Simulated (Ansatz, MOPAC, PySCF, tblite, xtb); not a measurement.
Scan of Ga2O, singlet: map of symmetric stretch and bend. Scanned: O-Ga bond length and Ga-O-Ga angle.

Methods: GFN2-xTB, 300 K electronic temperature (tblite); RHF/def2-TZVP, density fitting (PySCF); B3LYP/def2-TZVP, density fitting (PySCF); PBE0/def2-TZVP, density fitting (PySCF); RHF/aug-cc-pVTZ (Ansatz, a first-principles code); MP2/aug-cc-pVTZ = MP2 on RHF/aug-cc-pVTZ, cores with 3d frozen run with Ansatz; CCSD/aug-cc-pVTZ = CCSD on RHF/aug-cc-pVTZ, cores with 3d frozen in Ansatz; CCSD(T)/aug-cc-pVTZ = CCSD(T) on RHF/aug-cc-pVTZ, cores with 3d frozen (Ansatz); RKS-PBE/aug-cc-pVTZ = restricted PBE/aug-cc-pVTZ in Ansatz; PM7, restricted, heats of formation (MOPAC); PM3, restricted, heats of formation (MOPAC); GFN1-xTB (xtb); RKS-B3LYP/6-31G* = restricted B3LYP/6-31G*, spherical d run with PySCF 2.14.0; RMP2/6-31G* = restricted MP2 (frozen core)/6-31G*, spherical d in PySCF; RKS-B3LYP/LANL2DZ = restricted B3LYP/LANL2DZ, with its core potentials past Ne run with PySCF; RKS-LDA (SVWN5)/6-31G* = PySCF with restricted LDA (SVWN5)/6-31G*, spherical d.

Energies in kJ/mol at chosen points (x: O-Ga bond length (Å); y: Ga-O-Ga angle (°)), relative to x = 1.85, y = 148.04:

```json
[
 {"method": "GFN2-xTB", "(2.12, 104.86)": "136.9", "(1.55, 156.68)": "124.1", "(2.21, 139.41)": "133.3", "(2.31, 165.32)": "178.5", "(2.12, 130.77)": "97.2", "(1.67, 113.50)": "86.1", "(1.94, 139.41)": "23.8"},
 {"method": "RHF", "(2.12, 104.86)": "180.9", "(1.55, 156.68)": "197.7", "(2.21, 139.41)": "224.4", "(2.31, 165.32)": "303.3", "(2.12, 130.77)": "158.2", "(1.67, 113.50)": "85.0", "(1.94, 139.41)": "39.1"},
 {"method": "B3LYP", "(2.12, 104.86)": "130.0", "(1.55, 156.68)": "233.4", "(2.21, 139.41)": "167.9", "(2.31, 165.32)": "233.8", "(2.12, 130.77)": "114.3", "(1.67, 113.50)": "101.5", "(1.94, 139.41)": "24.4"},
 {"method": "PBE0", "(2.12, 104.86)": "139.2", "(1.55, 156.68)": "214.2", "(2.21, 139.41)": "184.4", "(2.31, 165.32)": "255.5", "(2.12, 130.77)": "126.4", "(1.67, 113.50)": "86.6", "(1.94, 139.41)": "28.6"},
 {"method": "RHF/aug-cc-pVTZ", "(2.12, 104.86)": "178.2", "(1.55, 156.68)": "194.0", "(2.21, 139.41)": "221.7", "(2.31, 165.32)": "299.2", "(2.12, 130.77)": "156.4", "(1.67, 113.50)": "85.2", "(1.94, 139.41)": "39.0"},
 {"method": "MP2/aug-cc-pVTZ", "(2.12, 104.86)": "111.9", "(1.55, 156.68)": "253.4", "(2.21, 139.41)": "154.2", "(2.31, 165.32)": "221.4", "(2.12, 130.77)": "102.0", "(1.67, 113.50)": "111.1", "(1.94, 139.41)": "20.2"},
 {"method": "CCSD/aug-cc-pVTZ", "(2.12, 104.86)": "135.5", "(1.55, 156.68)": "235.6", "(2.21, 139.41)": "180.4", "(2.31, 165.32)": "252.9", "(2.12, 130.77)": "122.2", "(1.67, 113.50)": "102.1", "(1.94, 139.41)": "26.6"},
 {"method": "CCSD(T)/aug-cc-pVTZ", "(2.12, 104.86)": "121.8", "(1.55, 156.68)": "245.2", "(2.21, 139.41)": "165.7", "(2.31, 165.32)": "234.6", "(2.12, 130.77)": "111.0", "(1.67, 113.50)": "106.3", "(1.94, 139.41)": "23.0"},
 {"method": "RKS-PBE/aug-cc-pVTZ", "(2.12, 104.86)": "111.1", "(1.55, 156.68)": "238.5", "(2.21, 139.41)": "150.5", "(2.31, 165.32)": "212.9", "(2.12, 130.77)": "100.3", "(1.67, 113.50)": "102.8", "(1.94, 139.41)": "19.8"},
 {"method": "PM7", "(2.12, 104.86)": "199.3", "(1.55, 156.68)": "171.3", "(2.21, 139.41)": "280.3", "(2.31, 165.32)": "380.4", "(2.12, 130.77)": "195.6", "(1.67, 113.50)": "63.2", "(1.94, 139.41)": "49.6"},
 {"method": "PM3", "(2.12, 104.86)": "149.8", "(1.55, 156.68)": "369.4", "(2.21, 139.41)": "147.9", "(2.31, 165.32)": "173.1", "(2.12, 130.77)": "124.7", "(1.67, 113.50)": "77.5", "(1.94, 139.41)": "42.4"},
 {"method": "GFN1-xTB", "(2.12, 104.86)": "64.4", "(1.55, 156.68)": "271.4", "(2.21, 139.41)": "63.4", "(2.31, 165.32)": "96.4", "(2.12, 130.77)": "39.1", "(1.67, 113.50)": "147.1", "(1.94, 139.41)": "1.1"},
 {"method": "RKS-B3LYP/6-31G*", "(2.12, 104.86)": "119.2", "(1.55, 156.68)": "253.7", "(2.21, 139.41)": "165.0", "(2.31, 165.32)": "234.8", "(2.12, 130.77)": "108.2", "(1.67, 113.50)": "105.3", "(1.94, 139.41)": "20.2"},
 {"method": "RMP2/6-31G*", "(2.12, 104.86)": "114.5", "(1.55, 156.68)": "251.7", "(2.21, 139.41)": "173.3", "(2.31, 165.32)": "251.1", "(2.12, 130.77)": "112.6", "(1.67, 113.50)": "98.8", "(1.94, 139.41)": "21.6"},
 {"method": "RKS-B3LYP/LANL2DZ", "(2.12, 104.86)": "157.8", "(1.55, 156.68)": "146.5", "(2.21, 139.41)": "182.7", "(2.31, 165.32)": "246.1", "(2.12, 130.77)": "131.1", "(1.67, 113.50)": "95.8", "(1.94, 139.41)": "34.3"},
 {"method": "RKS-LDA (SVWN5)/6-31G*", "(2.12, 104.86)": "125.0", "(1.55, 156.68)": "218.9", "(2.21, 139.41)": "180.7", "(2.31, 165.32)": "253.7", "(2.12, 130.77)": "120.4", "(1.67, 113.50)": "78.2", "(1.94, 139.41)": "25.2"}
]
```
